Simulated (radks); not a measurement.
Q: The magnesium ion Mg+, [Ne] 3s1. Method: non-relativistic Kohn-Sham, exchange-only B88, spin-polarised, spherical densities, point nucleus; computed with a radial shooting solver on a logarithmic mesh with Libxc functionals. Every spin shell is full or empty, so the densities are truly spherical. Functionals are evaluated on that one density, not self-consistently. Rank these orbital-free kinetic functionals by their error against the exact value of the orbitals, and give that value: Thomas-Fermi, TF + vW, TF + vW/9, LC94, APBEK, revAPBEK, Thakkar, Pearson, LKT, PG1, DePristo-Kress, Ernzerhof.

A: Exact: 199.384 hartree. From best to worst, with 100 (|E| - |E exact|)/|E exact| (equal figures are ties): Thakkar -0.05, LC94 +0.06, DePristo-Kress -0.08, APBEK +0.19, Ernzerhof +0.23, TF + vW/9 -0.57, revAPBEK +0.62, Pearson -2.01, Thomas-Fermi -7.94, PG1 +27.96, LKT +34.20, TF + vW +58.44.
